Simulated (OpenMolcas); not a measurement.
**Cu³⁺: effect of the active space**

| Item | Value |
| --- | --- |
| Program | OpenMolcas |
| Method | SS-CASPT2 or its RAS form, IPEA 0.25 Eh, imaginary shift 0.1 Eh |
| Basis | ANO-RCC-VDZP |
| Scalar Hamiltonian | DKH2, point nucleus |
| Spin-orbit coupling | state interaction with AMFI integrals over the reference wave functions, term energies averaged over their components |

A. 8 electrons in 5 orbitals (3d); 2S+1 = 3 even, 10 roots; 2S+1 = 1 even, 15 roots; closed shells correlated: 3s 3p; CASPT2 step roughly 2.2 core-seconds
B. 8 electrons in 9 orbitals (RAS2 3d 4s; RAS3 4p, at most 2 electrons); 2S+1 = 3 even, 48 roots; 2S+1 = 5 even, 10 roots kept (CI in the orbitals of an earlier block); 2S+1 = 1 even, 43 roots kept (CI in the orbitals of an earlier block); 2S+1 = 3 odd, 9 roots (0 in the spin-orbit step); 2S+1 = 5 odd, 7 roots kept (CI in the orbitals of an earlier block, 0 in the spin-orbit step); closed shells correlated: 3s 3p; CASPT2 step of the order of 5 core-minutes

Energies in cm⁻¹ above 3d⁸ ³F₄, the measured ground level; measured values from Sugar and Musgrove, J. Phys. Chem. Ref. Data 19, 527 (1990).

| Level | A | B | Measured |
| --- | --- | --- | --- |
| 3d⁸ ³F₄ | 0.0 | 0.0 | 0.0 |
| 3d⁸ ³F₃ | 1930 | 2080 | 1861 |
| 3d⁸ ³F₂ | 3190 | 3410 | 3078 |
| 3d⁸ ¹D₂ | 16080 | 15930 | 16248 |
| 3d⁸ ³P₂ | 20930 | 20590 | 19697 |
| 3d⁸ ³P₁ | 21460 | 21080 | 20097 |
| 3d⁸ ³P₀ | 21800 | 21440 | 20423 |
| 3d⁸ ¹G₄ | 28060 | 27810 | 26913 |
| 3d⁸ ¹S₀ | 62360 | 61080 | 61456 |

Deviations, from unrounded energies. A percentage is the sum of absolute deviations over the sum of measured energies, with the sign that they share, or ± where signs differ.

```json
{"Against measurement": "mean absolute deviation (cm-1)", "Levels": "8", "A": "800", "B": "630"}
{"Against measurement": "fine structure of the ground term (%)", "Levels": "2", "A": "+3.6", "B": "+11.2"}
{"Against measurement": "other terms of the ground configuration (%)", "Levels": "6", "A": "±3.8", "B": "±2.7"}
```

B lies closest to measurement on these levels. The largest miss of B in the table is 3d⁸ ³P₀, by +1000 cm-1. The ranking rests on the paired levels alone, and a cruder setting can come out closer through cancelling errors.

The two smallest mean deviations differ by little beside CASPT2's spread within terms, so their order carries little weight.

Between A and B the level of the table that moves most is 3d⁸ ¹S₀, by 1300 cm-1 (lowest in B, highest in A). Moves below CASPT2's spread within the term are not significant.

Term energies are means over components that CASPT2 splits; among the terms shown or strongly mixed into the levels shown the widest spread is 950 cm-1 (3d⁸ ³F, A). Some levels mix across a computed gap that differs much from the measured one, so their mixing is not that of the real levels. The basis is small and was not contracted for so high a charge. Some high roots are left out of the spin-orbit mixing, which shifts the levels that they would mix with (holds for B). Terms from blocks run as CI alone lack orbitals of their own (holds for B). Computed and measured levels are paired by configuration, term and J; levels that our copy of the source lacks, or whose pairing is in doubt (as where it misses far off the trend of its configuration), stay unpaired and out of the deviations. Only configurations of the active space appear. Levels that lie high or do not pair safely by name in every column are left out.
